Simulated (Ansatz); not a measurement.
Program: Ansatz. Geometries: PBE0-D4/def2-TZVP. ΔE: electronic, gas phase. CCSD(T)/CBS is the MP2 limit (def2-TZVPP, def2-QZVPP) plus CCSD(T) − MP2 in def2-TZVPP, frozen cores. Functionals use def2-TZVPP. For Ga, Ge outer-core shells are correlated without core-valence functions, which leaves a few kJ/mol of doubt a bond. Scalar relativity is left out up to krypton. Each species was taken in one conformer, which may not be the lowest.

Reaction (cleavage of the Ga–Ge bond): `[CH3][GaH][GeH2][C]#N` + `NCF` → `[CH3][GaH][NH]CF` + `N#[C][GeH3]`

`[CH3][GaH][GeH2][C]#N`:

Cartesian coordinates in Å:
```
C 1.441 -1.400 -0.148
Ga 1.140 0.533 -0.240
Ge -1.137 1.404 0.102
C -2.290 -0.124 0.384
N -2.897 -1.091 0.540
H 0.510 -1.954 -0.034
H 2.092 -1.624 0.703
H 1.959 -1.743 -1.047
H 2.279 1.580 -0.516
H -1.339 2.277 1.352
H -1.759 2.142 -1.095
```

`NCF`:

Cartesian coordinates in Å:
```
N 0.803 -0.116 0.375
C -0.330 0.215 -0.384
F -1.518 -0.365 0.093
H 0.746 0.214 1.328
H 1.004 -1.106 0.368
H -0.492 1.294 -0.369
H -0.212 -0.137 -1.411
```

`[CH3][GaH][NH]CF`:

```xyz
12

C    -1.005    1.617   -0.450
Ga   -0.466    0.547    1.100
N     0.406   -1.035    0.738
C     0.901   -1.410   -0.517
F     2.185   -0.891   -0.765
H    -1.359    2.604   -0.152
H    -1.814    1.116   -0.989
H    -0.170    1.737   -1.142
H    -0.726    0.815    2.618
H     0.779   -1.585    1.496
H     1.003   -2.495   -0.618
H     0.266   -1.021   -1.318
```

`N#[C][GeH3]`:

Cartesian coordinates in Å:
```
N -0.167 2.221 1.054
C -0.089 1.183 0.562
Ge 0.041 -0.551 -0.262
H 1.387 -0.599 -0.985
H -1.133 -0.670 -1.232
H -0.040 -1.583 0.862
```

```tsv
level	ΔE (kJ/mol)
PBE-D4	5.0
r2SCAN-D4	-3.1
B2PLYP	-6.9
PBE	5.7
r2SCAN	-3.0
HF/def2-TZVPP	-7.9
CCSD(T)/def2-TZVPP	-10.0
MP2/def2-QZVPP	-12.6
```

Q: What does CCSD(T)/CBS give? (Best estimate.)

A: Computed: -9.2 kJ/mol. The listed levels differ from it by 14.2, 6.1, 2.3, 14.9, 6.2, 1.3, -0.8, -3.4 kJ/mol.

Largest T1 diagnostic among the species: 0.013.
